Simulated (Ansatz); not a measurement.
Correlation energies of C₂H₃BOSe, SMILES `C=C1[Se]B1O` by basis set

Z-matrix (Å, degrees):
```
C
C 1 1.322
H 1 1.086 2 119.6
H 1 1.084 2 123.1 3 180.0
Se 2 1.972 1 135.3 3 180.0
B 2 1.488 1 159.0 3 0.0
O 6 1.337 2 150.0 1 -0.0
H 7 0.962 6 113.6 2 -0.0
```

Total charge 0; spin multiplicity 1. Correlated methods include outer-core shells of Se, which these sets cover unevenly. Scalar relativity is left out up to krypton. The structure was optimised at the PBE0-D4/def2-TZVP level. It is one conformer, not always the lowest. Frozen core, restricted reference, the Gaussian-basis code of Ansatz.

| basis | HF (Eh) | MP2 corr. |
| --- | --- | --- |
| def2-SVP | -2576.45188 | -0.75994 |
| def2-TZVPP | -2576.95515 | -0.91843 |
| def2-QZVPP | -2577.00999 | -1.26689 |

(1) Estimate the CCSD correlation energy and the (T) correction in each basis where they were run (hartree).

Results:

(1) 
| basis | CCSD corr. | (T) |
| --- | --- | --- |
| def2-SVP | -0.78159 | -0.02895 |
| def2-TZVPP | -0.93212 | -0.04442 |
